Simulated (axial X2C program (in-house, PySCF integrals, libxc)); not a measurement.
## Outer orbitals of AgH at 1.625 Å, PBE

Computed with an in-house all-electron X2C program for linear molecules (integrals from PySCF). Spin-free means the one-electron spin-free X2C Hamiltonian; two-component (2c) means X2C with spin–orbit coupling and atomic mean-field two-electron Coulomb and Gaunt terms, so the difference of the two also holds small scalar two-electron terms. Basis: Ag dyall-cv3z [12s12p8d5f3g], H dyall-v3z [6s2p1d] (cores contracted in-house); Gaussian nuclei, density fitting, unrestricted open shells. Masses: Ag 106.905 u, H 1.008 u.

The distance is close to the 2c PBE0 minimum; the highest filled and lowest empty levels are listed.

Spin-free orbitals, state M_S = 0, Λ = 0 (closed shell) (Löwdin shares):

| symmetry | occupied | ε (eV) | atomic character |
| --- | --- | --- | --- |
| σα | yes | -9.36 | 69% Ag d, 24% H s, 4% Ag s |
| π+α | yes | -7.92 | 98% Ag d |
| π-α | yes | -7.92 | 98% Ag d |
| δ+α | yes | -7.69 | 100% Ag d |
| δ-α | yes | -7.69 | 100% Ag d |
| σα | yes | -5.88 | 40% Ag s, 31% H s, 25% Ag d |
| σα | no | -2.92 | 50% Ag p, 33% Ag s, 11% H s |
| π-α | no | -0.73 | 98% Ag p |
| π+α | no | -0.73 | 98% Ag p |
| σα | no | 0.80 | 80% Ag s, 13% Ag p, 4% H s |

One partner of each degenerate Kramers or spin pair is listed.

Spinors with spin–orbit coupling (state Ω = 0):

```
  ω  occupied  ε (eV)             atomic character     λ mixture
1/2       yes   -9.40   70% Ag d, 23% H s, 4% Ag s   98% σ, 2% π
3/2       yes   -8.08                     99% Ag d  60% δ, 40% π
1/2       yes   -8.02                     97% Ag d   97% π, 3% σ
3/2       yes   -7.66                     99% Ag d  60% π, 40% δ
5/2       yes   -7.49                    100% Ag d        100% δ
1/2       yes   -5.88  40% Ag s, 31% H s, 26% Ag d        100% σ
1/2        no   -2.92  50% Ag p, 33% Ag s, 11% H s        100% σ
1/2        no   -0.77                     98% Ag p        100% π
3/2        no   -0.69                     98% Ag p        100% π
1/2        no    0.80   80% Ag s, 13% Ag p, 4% H s        100% σ
```

One partner of each degenerate Kramers or spin pair is listed.

Mulliken charges and populations of the two-component result (they depend on the basis, above all on diffuse functions):

Ag 0.15 e (s 8.95 p 18.04 d 19.85), H -0.15 e (s 1.12 p 0.03).

One determinant describes the state; a PBE0 search over occupations chose it and may have missed a lower one.
